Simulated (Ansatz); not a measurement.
```yaml
crystal:
  periodic: [false, false, false]
  atoms:
    - {symbol: C, position_ang: [-0.549760, -0.797675, 1.026984]}
    - {symbol: S, position_ang: [0.936289, 0.644376, 1.019047]}
    - {symbol: Ga, position_ang: [0.605889, 1.022200, -1.114836]}
    - {symbol: F, position_ang: [-0.416985, 0.253971, -2.244925]}
    - {symbol: F, position_ang: [1.776955, 2.304451, -1.798562]}
    - {symbol: H, position_ang: [-0.344357, -1.696583, 0.286682]}
    - {symbol: H, position_ang: [-0.460423, -1.182082, 2.153517]}
    - {symbol: D, position_ang: [-1.497095, -0.445915, 0.743056]}
basis:
  gaussian: {orbitals: def2-SVP, point_charges: [{charge: 2.00, position_ang: [5.605, 0.932, 0.845]}]}
hamiltonian: {xc: {name: wB97M-V}}
output: {forces: true}
```

```sh
$ ansatz run in.yaml --threads 4 --pin off --events-out ev --progress --plain --max-ram 10444MiB
```

Output, abridged:

```
Error: YAML parse error: error: line 11 column 16: `D` is not an element symbol (H … Og, case-exact)
 9 |     - {symbol: H, position_ang: [-0.344357, -1.696583, 0.286682]}
10 |     - {symbol: H, position_ang: [-0.460423, -1.182082, 2.153517]}
11 |     - {symbol: D, position_ang: [-1.497095, -0.445915, 0.743056]}
12 | basis:
13 |   gaussian: {orbitals: def2-SVP, point_charges: [{charge: 2.00, position_ang: [5…
```

Problem. Something in this input is off. What?

Solution. An element symbol is wrong. The program refused the input.
